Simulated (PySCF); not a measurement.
Gas-phase equilibrium of 1 mol N2O, 63 mol N2 at 1800 K and 10.0 bar, among 8 species (O2, N2, O, NO, O3, N, N2O, NO2). Only gases are allowed; each row takes one source of thermochemistry for all species, and Cantera finds the minimum.

Energies from PySCF (xtb for GFN2), thermal terms from the rigid-rotor harmonic-oscillator model, ideal gas at 1 bar. Table values come from the NASA 1993 polynomials. † marks an energy on the PBE0/def2-TZVP geometry and frequencies; other levels use their own. MP2 and CCSD(T) freeze the core. Open shells (unrestricted) among the columns below: O2 (multiplicity 3), O (multiplicity 3, electronic degeneracy 9), NO (multiplicity 2, electronic degeneracy 4), NO2 (multiplicity 2); the rest are closed-shell singlets. GFN2 has no spin-polarisation term. Spin-orbit splitting is ignored; it lowers the true energy and changes the entropy of O, NO. MP2 isn't extrapolated to the basis-set limit. CCSD(T) isn't extrapolated to the basis-set limit. The harmonic model lacks anharmonicity and excited electronic states, which grow with temperature; levels with a mode under 35 cm⁻¹ are left out.

Molecules larger than those listed are left out. Table species left out: NO3.

Mole fractions:

```csv
thermochemistry,x N2,x N2O,x O2,x NO,x O,x NO2
table,0.99,1.8e-7,0.0073,0.00087,3.3e-6,1.3e-6
CCSD(T)/def2-SVP†,0.99,6.1e-8,0.0072,0.0011,2.0e-5,4.5e-7
CCSD(T)/def2-TZVPP†,0.99,8.4e-8,0.0073,0.00091,9.6e-6,6.1e-7
GFN2-xTB,0.98,0.016,<1e-12,1.6e-8,<1e-12,1.3e-10
M06-2X/def2-TZVP†,0.99,1.1e-7,0.0074,0.00071,2.9e-6,4.2e-7
MP2/def2-SVP†,0.99,4.2e-7,0.0075,0.00042,4.2e-6,1.3e-6
PBE0/def2-SVP†,0.99,1.7e-6,0.0071,0.0013,1.4e-6,6.9e-6
```
The most sensitive of these is O2: it spans a factor of 10^9.9 over these rows; at this temperature one factor of ten is RT ln 10 = 34 kJ/mol.
